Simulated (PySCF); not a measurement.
## Dipole response of C²⁺ (carbon, charge +2)

[He] 2s2, closed-shell 1S. Calculation: PySCF 2.14, in aug-cc-pCVTZ-DK (7s6p4d2f, 59 functions); scalar relativity by spin-free X2C-1e. Coupled (time-dependent) response in atomic units; α is the mean over directions.

```csv
method,mean α (bohr³),C₆ (like pair),S(−4)
UHF,4.487,7.065,22.93
PBE,4.207,6.471,19.92
PBE0,4.264,6.591,20.49
wB97M-V,4.260,6.536,20.71
```

S(−4) is the Cauchy moment in α(ω) = α(0) + S(−4) ω² + …

α(iu) at wB97M-V:

```tsv
u (hartree)	α(iu) (bohr³)
0	4.260
0.0500	4.209
0.100	4.063
0.200	3.574
0.300	2.990
0.500	2.002
0.750	1.264
1.00	0.8636
1.50	0.4825
2.00	0.3123
3.00	0.1648
5.00	0.07145
```

A single London oscillator, α(iu) = α/(1 + u²/ω²), gives C₆ = (3/4) ω α². Matching the computed C₆ needs ω = 4 × 6.536 / (3 × 4.260²) = 0.480 hartree.

For an ion, C₆ is the dispersion term alone; charge-induced terms of lower order in 1/R come first.
